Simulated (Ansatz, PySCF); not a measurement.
C3H8N, doublet, at a GFN2-xTB geometry. Base run: PySCF with MP2/cc-pVDZ.

Here is a job for PySCF.
```python
from pyscf import gto, scf, mp

mol = gto.M(
    atom='''
C     1.838378    0.507686    0.145237
N     0.470152    0.430494    0.367500
C    -0.351183   -0.324369   -0.548644
C    -1.737169   -0.545382    0.044242
H     2.310593   -0.390535   -0.207466
H     2.387025    1.144895    0.812663
H     0.054203    1.310435    0.645959
H    -0.444851    0.178866   -1.525646
H     0.142965   -1.285158   -0.716877
H    -1.658030   -1.048781    1.004448
H    -2.338236   -1.156372   -0.623640
H    -2.244886    0.405585    0.193051
''',
    basis='cc-pvdz',
    charge=0,
    spin=1,
    verbose=4,
)

mf = scf.UHF(mol)
mf.kernel()

pt = mp.MP2(mf)
pt.kernel()
print('E(MP2) = %.10f' % pt.e_tot)
```

The same geometry, method and basis name were run in Ansatz (a program for electronic structure) and PySCF, at each program's defaults and at the settings that a row names. The base is PySCF at its defaults. Differences at the defaults can come from grids, fitting, cores and function types together.

```csv
code and settings,ΔE vs base (mEh),basis functions,E (Eh),SCF cycles,SCF-reference dipole (D)
"PySCF, defaults (exact integrals, spherical functions, all electrons correlated)",0.000,96,-173.26008,13,0.81
"Ansatz, defaults (factorised integrals, spherical functions, frozen core)",10.508,96,-173.24957,-,-
"PySCF, frozen core",10.503,96,-173.24957,13,0.81
"Ansatz, high accuracy, frozen core",10.504,96,-173.24957,-,-
```

Open shells are given as the SCF converged; they aren't shown to be the lowest states, and a large step between rows can be another state.
